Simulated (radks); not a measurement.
The numbers below are computed, except where a source is named.
The mean radii <r> (bohr) of the occupied orbitals of an atom or ion are listed with their occupations. Level of theory: scalar-relativistic Kohn-Sham, BLYP, spin-polarised, spherical densities, finite nucleus; Fermi nuclear charge, rms radius of each element as measured or else 0.836 A^(1/3) + 0.57 fm (a radial shooting solver on a logarithmic mesh with Libxc functionals).

| orbital | occ. | <r> |
|---|---|---|
| 1s up | 1 | 0.04700 |
| 1s down | 1 | 0.04700 |
| 2s up | 1 | 0.2101 |
| 2s down | 1 | 0.2101 |
| 2p up | 3 | 0.1837 |
| 2p down | 3 | 0.1837 |
| 3s up | 1 | 0.6244 |
| 3s down | 1 | 0.6243 |
| 3p up | 3 | 0.6473 |
| 3p down | 3 | 0.6470 |
| 3d up | 5 | 0.7392 |
| 3d down | 5 | 0.7353 |
| 4s up | 1 | 2.112 |
| 4s down | 1 | 2.111 |
| 4p up | 2 | 2.860 |

Name the element and its charge. Open shells, if any, are filled with parallel spins first.

Answer. Z = 32, germanium, charge 0: Ge in [Ar] 3d10 4s2 4p2. The 1s radius gives Z: for a bare nucleus <r> = (2 gamma + 1)/(2Z) with gamma = sqrt(1 - (Z/c)^2), 0.04601 bohr for Z = 32, and screening makes it slightly larger (0.04700 here). The occupations add up to 32, and the charge is Z minus that.
